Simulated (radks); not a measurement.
Trend from La3+ to Lu3+: ionisation energy by Delta-SCF between NIST ground configurations, and size. Method: Dirac Kohn-Sham, LDA (Slater exchange, Perdew-Wang correlation), spin-unpolarised, spherical densities, point nucleus; open shells are shared between the two j in proportion to 2j + 1; computed with a radial shooting solver on a logarithmic mesh with Libxc functionals.

| species | configuration | IE (eV) | NIST (eV) | kind | outermost | <r> outermost (bohr) |
|---|---|---|---|---|---|---|
| La3+ | [Xe] | 51.081 | 50.0 | semi-emp. | 5p3/2 | 1.78 |
| Ce3+ | [Xe] 4f1 | 38.055 | 36.91 | semi-emp. | 5p3/2 | 1.74 |
| Pr3+ | [Xe] 4f2 | 39.293 | 38.98 | semi-emp. | 5p3/2 | 1.70 |
| Nd3+ | [Xe] 4f3 | 40.390 | 40.60 | semi-emp. | 5p3/2 | 1.67 |
| Pm3+ | [Xe] 4f4 | 41.369 | 41.2 | semi-emp. | 5p3/2 | 1.64 |
| Sm3+ | [Xe] 4f5 | 42.246 | 41.6 | semi-emp. | 5p3/2 | 1.61 |
| Eu3+ | [Xe] 4f6 | 43.032 | 42.9 | semi-emp. | 5p3/2 | 1.58 |
| Gd3+ | [Xe] 4f7 | 43.738 | 44.4 | semi-emp. | 5p3/2 | 1.56 |
| Tb3+ | [Xe] 4f8 | 44.372 | 39.33 | semi-emp. | 5p3/2 | 1.53 |
| Dy3+ | [Xe] 4f9 | 44.940 | 41.2 | semi-emp. | 5p3/2 | 1.51 |
| Ho3+ | [Xe] 4f10 | 45.447 | 42.5 | semi-emp. | 5p3/2 | 1.48 |
| Er3+ | [Xe] 4f11 | 45.898 | 42.42 | semi-emp. | 5p3/2 | 1.46 |
| Tm3+ | [Xe] 4f12 | 46.296 | 42.41 | semi-emp. | 5p3/2 | 1.44 |
| Yb3+ | [Xe] 4f13 | 46.645 | 43.61 | semi-emp. | 5p3/2 | 1.42 |
| Lu3+ | [Xe] 4f14 | 46.948 | 45.25 | semi-emp. | 5p3/2 | 1.40 |

Reference values: NIST Atomic Spectra Database (exp. = measured, semi-emp. = semi-empirical, theory = theoretical value adopted there). Spin polarisation and multiplet splitting are left out, so open shells lie too high by an amount that depends on their filling. Sharing an open shell by 2j + 1 raises it above the true ground level by a part of the spin-orbit splitting, which enters the differences from NIST.

Beside tabulated values, note that spin-unpolarised runs miss the spin-polarisation part of the exchange energy of open shells. No tabulated value is given for the 4+ ions of Nd, Pm and Eu to Yb, where it belongs to another shell than the one emptied here.
